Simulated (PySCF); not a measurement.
Isomers of C7H9FO, one conformer each; single-point electronic energies without zero-point terms and without any empirical dispersion term.

All values: PBE0/pcSseg-1 (PySCF, non-relativistic), each on one gas-phase PBE0-D3(BJ)/def2-SVP geometry that isn't relaxed in the solvent. The solvent is an IEF-PCM continuum (Bondi radii, 1.10 Å for H, scaled by 1.2). The model holds no explicit solvent molecules, cavitation or dispersion.

```tsv
isomer	relative energy, gas (kcal/mol)	dipole (D)
`[C@H]12C[C@@H](F)[C@H](C(C1)=O)C2`	0.0	2.81
`O=C[C@@]12[C@H](CC2)C[C@@H]1F`	39.4	3.16
`C=C1C(=C)[C@H](F)[C@@H]1OC`	64.8	1.81
`C#C[C@@H]1CC[C@]1(F)OC`	66.3	0.90
```

Problem. How do the relative energies look in dichloromethane (ε = 8.93)?

Solution. 
| isomer | relative energy, solvent (kcal/mol) | E(solvent) − E(gas) (kcal/mol) | dipole in solvent (D) |
| --- | --- | --- | --- |
| `[C@H]12C[C@@H](F)[C@H](C(C1)=O)C2` | 0.0 | -5.6 | 3.50 |
| `O=C[C@@]12[C@H](CC2)C[C@@H]1F` | 40.0 | -4.9 | 3.95 |
| `C=C1C(=C)[C@H](F)[C@@H]1OC` | 65.4 | -5.0 | 2.32 |
| `C#C[C@@H]1CC[C@]1(F)OC` | 67.3 | -4.5 | 1.05 |

The order is unchanged. Conformers: `[O:1]=[CH:2][C@@:3]12[CH2:4][CH2:5][C@@H:6]1[CH2:7][C@@H:8]2[F:9]` with O1–C2–C3–C4 158°; `[CH2:1]=[C:2]1[C:3](=[CH2:4])[C@H:5]([F:6])[C@@H:7]1[O:8][CH3:9]` with C5–C7–O8–C9 79°; `[CH:1]#[C:2][C@@H:3]1[CH2:4][CH2:5][C@:6]1([F:7])[O:8][CH3:9]` with C5–C6–O8–C9 -174°, C2–C3–C4–C5 -101°, C3–C4–C5–C6 -16°, C4–C5–C6–F7 -93°, C2–C3–C6–C5 100°. `[C@H]12C[C@@H](F)[C@H](C(C1)=O)C2` gains most from the continuum, while `O=C[C@@]12[C@H](CC2)C[C@@H]1F` has the largest gas-phase dipole. The gains span 1.1 kcal/mol, the gas-phase energies 66.3 kcal/mol.
